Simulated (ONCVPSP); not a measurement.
# antimony: one change to an ONCV potential, before and after

```json
{
  "Element": "Sb",
  "Generator": "ONCVPSP 4.0.1",
  "Type": "optimised norm-conserving Vanderbilt (ONCV)",
  "Functional": "PBEsol",
  "Relativity": "scalar-relativistic",
  "Frozen core": "[Ar] 3d10",
  "Valence charge": "23",
  "Reference configuration": "4s2 4p6 4d10 5s2 5p3",
  "Partial waves": "4s+5s: rc 1.45 bohr, ncon 4, nbas 7, qcut 7.6 1/bohr, 2 projectors; 4p+5p: rc 1.50 bohr, ncon 4, nbas 8, qcut 7.9 1/bohr, 3 projectors, debl 1.3 Ha; 4d: rc 1.00 bohr, ncon 5, nbas 10, qcut 11.4 1/bohr, 3 projectors, debl 1.9 Ha; f scattering state at 0.03 Ha: rc 1.35 bohr, ncon 3, nbas 6, qcut 8.7 1/bohr, 2 projectors, debl 2.7 Ha",
  "Local potential": "polynomial inside 1.00 bohr (lpopt 3, dvloc0 3 Ha)",
  "Core correction": "Teter function, fcfact 5.25, rcfact 1.1"
}
```

All-electron outer shells of the reference configuration (PBEsol, scalar-relativistic, ld1.x):

```json
{"shell": "3p", "level (eV)": "-750.06", "outermost node (bohr)": "0.13", "outermost maximum (bohr)": "0.29"}
{"shell": "3d", "level (eV)": "-515.82", "outermost node (bohr)": "–", "outermost maximum (bohr)": "0.24"}
{"shell": "4s", "level (eV)": "-148.62", "outermost node (bohr)": "0.39", "outermost maximum (bohr)": "0.73"}
{"shell": "4p", "level (eV)": "-101.63", "outermost node (bohr)": "0.39", "outermost maximum (bohr)": "0.76"}
{"shell": "4d", "level (eV)": "-33.45", "outermost node (bohr)": "0.38", "outermost maximum (bohr)": "0.84"}
{"shell": "5s", "level (eV)": "-12.88", "outermost node (bohr)": "0.95", "outermost maximum (bohr)": "1.90"}
{"shell": "5p", "level (eV)": "-4.84", "outermost node (bohr)": "1.04", "outermost maximum (bohr)": "2.35"}
```

Change: s: qcut 5.8.

Cutoffs: the cutoffs (Ha) at which the residual kinetic energy of the hardest occupied pseudo-wave falls to 1 and 0.1 mHa per electron; they do not see the model core or the augmentation charge, which bear on the density cutoff. Errors are all-electron minus pseudo energies relative to the spin-unpolarised reference configuration.

Problem. Predict the effect on cutoff, ghosts and configuration errors.

Solution. The potential gets harder (50 Ha and 60 Ha → 50 Ha and 74 Ha); both files keep a bound ghost (d); of the 4 tests that both files solve, the error grows in 1 and shrinks in 0 by more than 15 % and 0.3 meV (median size 8.4 → 8.2 meV).

```tsv
quantity	base	changed
cutoff, loose	50 Ha	50 Ha
cutoff, tight	60 Ha	74 Ha
loose cutoff by channel	s 24 Ha, p 25 Ha, d 50 Ha	s 24 Ha, p 25 Ha, d 50 Ha
bound ghosts	d	d
GHOST(+) flags under 300 eV	none	none
error for 4s2 4p6 4d10 5s2 5p2, meV [ΔE 8.34 eV]	-1.7	-1.7
error for 4s2 4p6 4d10 5s2 5p1, meV [ΔE 24.36 eV]	-5.4	-5.3
error for 4s2 4p6 4d10 5s2 5p0, meV [ΔE 48.80 eV]	-11	-11
error for 4s1 4p6 4d10 5s2 5p3, meV [ΔE 157.24 eV]	-547	-659
s: phases at 1.47 bohr within 0.05 rad from the reference energy up to (Ha; the scan ends near 5)	to the end of the scan	to the end of the scan
p: phases at 1.52 bohr within 0.05 rad from the reference energy up to (Ha; the scan ends near 5)	to the end of the scan	to the end of the scan
d: phases at 1.01 bohr within 0.05 rad from the reference energy up to (Ha; the scan ends near 5)	to the end of the scan	to the end of the scan
f: phases at 1.37 bohr within 0.05 rad from the reference energy up to (Ha; the scan ends near 5)	to the end of the scan	to the end of the scan
rms error of d²Exc/dni dnj with the model core, mHa	0.70	0.80
```

 A true bound ghost makes a file unfit for plane-wave use even where its test errors are small: the radial tests pick states by their node count and pass the ghost by.
